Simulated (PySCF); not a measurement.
**Where the electron goes**

Compound: C₅H₁₀GeSi.
Cartesian coordinates in Å at the PBE0-D3(BJ)/def2-SVP level; atoms count from 1:
```xyz
17
C5H10GeSi angstrom
C      2.4535   -0.5232    1.8068
C      2.1300    0.3428    1.0184
C      1.7550    1.3682    0.1040
C      0.9535    1.1812   -0.9627
Ge     0.1560   -0.5348   -1.4315
C     -1.0579   -1.1229   -0.0110
Si    -2.3995    0.1139    0.4322
H      2.7455   -1.2923    2.4985
H      2.1645    2.3643    0.3165
H      0.7366    2.0542   -1.5881
H      1.2657   -1.5837   -1.6407
H     -0.6257   -0.3460   -2.7474
H     -1.5182   -2.0754   -0.3216
H     -0.4430   -1.3268    0.8808
H     -3.2843   -0.4134    1.5180
H     -1.7964    1.3996    0.8996
H     -3.2523    0.4068   -0.7627
```

Level of theory: TDDFT B3LYP/def2-SVPD, vertical, gas phase, core orbitals frozen in the response (PySCF). Relativistic effects, spin–orbit coupling among them, are left out although an element past zinc is present.

Kohn–Sham orbitals with the atoms that hold most of them (Löwdin shares over 4%, at most four atoms; ? is withheld):

| orbital | ε (eV) | atoms |
| --- | --- | --- |
| LUMO+2 | 0.26 | Si7 16%, Ge5 15%, C1 11%, C6 10% |
| LUMO+1 | 0.10 | C1 19%, C2 16%, C3 12%, H9 10% |
| LUMO | -1.64 | C4 28%, C3 22%, C1 15%, C2 11% |
| HOMO | ? | ? |
| HOMO-1 | -7.98 | ? |
| HOMO-2 | -8.33 | C6 29%, Ge5 18%, Si7 16%, H15 12% |
| HOMO-3 | -8.63 | C6 18%, Ge5 16%, C4 16%, Si7 10% |

(1) Which atoms hold the HOMO, and with what shares?

(2) Give the leading atoms of the HOMO-1.

(3) What is the HOMO energy, and the HOMO–LUMO gap?

Results:

(1) C4 (bonded to C, Ge and H) 24%; C1 (bonded to C and H) 24%; C2 (bonded to 2 C) 19%; C3 (bonded to 2 C and H) 18%.

(2) C1 (bonded to C and H) 40%; C2 (bonded to 2 C) 37%; C3 (bonded to 2 C and H) 8%.

(3) ε(HOMO) = -7.05 eV; the gap is 5.40 eV (0.1986 hartree).

Problem. How does S1 compare with the orbital gap of 5.40 eV?

Solution. S1 is at 5.01 eV (f = 0.0018), 0.39 eV below the gap, made of HOMO-1→LUMO (97%). Its leading pair isn't HOMO and LUMO; the energies of that pair differ by 6.33 eV. Without the coupling terms of the response equations the lowest excitation would equal the gap.

Problem. Give energy, strength and leading configuration of S1 and S2, and follow the Löwdin shares of the leading atoms from the occupied to the empty orbital.

Solution. 
- S1 (5.01 eV, f 0.0018), HOMO-1→LUMO (97%): C1 40% → 15%, C2 37% → 11%, C4 at most 4% → 28%, C3 8% → 22%
- S2 (5.11 eV, f 0.226), HOMO→LUMO (89%): C4 24% → 28%, C1 24% → 15%, C3 18% → 22%

Löwdin shares depend on the basis, the more so with diffuse functions.

One conformer stands for the species.
